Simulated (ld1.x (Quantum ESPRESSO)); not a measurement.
**N (Z = 7): RRKJ pseudisation with PBEsol, scalar-relativistic reference atom.**

| Property | Result |
| --- | --- |
| Element | N (Z = 7) |
| Generator | ld1.x (Quantum ESPRESSO) 7.5 |
| Type | norm-conserving RRKJ (Kleinman–Bylander form) |
| Functional | PBEsol |
| Relativity | scalar-relativistic |
| Frozen core | [He] |
| Valence charge | 5 |
| Reference configuration | 2s2 2p3 |
| Partial waves | 2p (bound): rc 1.25 bohr; 2s (bound): rc 1.15 bohr |
| Local potential | the s channel |
| Core correction | none |

Poles of the logarithmic derivatives, all-electron (AE) and pseudo (PS). s: poles at 2.6 (AE) and 2.5 (PS) Ry. p: poles at 2.5 (AE) and 2.5 (PS) Ry. Test radius 1.35 bohr.

- Cutoffs needed: 70 Ry and 110 Ry (the cutoffs (Ry, on a coarse ladder) from which the occupation-weighted sum of valence levels, in a spherical-Bessel basis at the reference potential, stays within 10 and 1 mRy of its value at 400 Ry)
- Ghost test: no extra level below or beside the all-electron valence levels (p, s, d, f tested) (spherical-Bessel basis up to 400 Ry, 20 bohr box)
- Largest excitation error: +470 meV (all-electron minus pseudo) for 2s2 2p0, out of 7 test configurations
